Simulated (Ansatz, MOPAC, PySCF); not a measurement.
System: PO, net charge 0, doublet state. SMILES: [P]=O
Structure (B3LYP-D3(BJ)/def2-TZVP (Ansatz, a first-principles code) minimum search):
```xyz
2

P      0.0000     0.0000    -0.5147
O      0.0000     0.0000     0.9651
```
Charge 0, spin multiplicity 2.

Quantity: vertical electron affinity to the triplet, in eV. Conventions: 6-31G* and kin with 6d, 5d where marked; 6-311+G** with 5d, 6d on Na to Ar in Ansatz; UHF or UKS for open shells; no spin-orbit coupling; non-relativistic; valence correlation only; each state is the SCF solution reached for its charge and spin. First-principles rows: single points at B3LYP-D3(BJ) geometries (Ansatz). Semi-empirical rows: differences of heats of formation at the shared geometry for vertical values. Anions need diffuse functions, which STO-3G, LANL2DZ, def2-SVP, cc-pVDZ and Pople sets without + lack. A UHF reference is markedly spin-contaminated in at least one set, which strains HF and MP2.

| level | program | vertical electron affinity to the triplet (eV) |
|---|---|---|
| AM1 | MOPAC | 1.71 |
| PM3 | MOPAC | 1.43 |
| PBE/6-31G* | Ansatz | 0.26 |
| PBE/6-311+G** | Ansatz | 1.06 |
| B3LYP/STO-3G | Ansatz | -6.01 |
| B3LYP/3-21G | Ansatz | -0.03 |
| B3LYP/6-31G* | Ansatz | 0.36 |
| B3LYP/6-311+G** | Ansatz | 1.12 |
| M06-2X/6-31G* (5d) | PySCF | 0.37 |
| MP2/6-31G* | Ansatz | -0.13 |
| PBE/def2-TZVPD | Ansatz | 0.92 |
| PBE0/def2-TZVPD | Ansatz | 1.04 |

No value to compare with is used here. The 10 habitual levels span -6.01 (B3LYP/STO-3G) to 1.71 eV (AM1); PBE/def2-TZVPD gives 0.92.

The levels are drawn from those run, B3LYP/6-31G* more often than the rest, none by its result; runs whose electronic state is in doubt are left out.
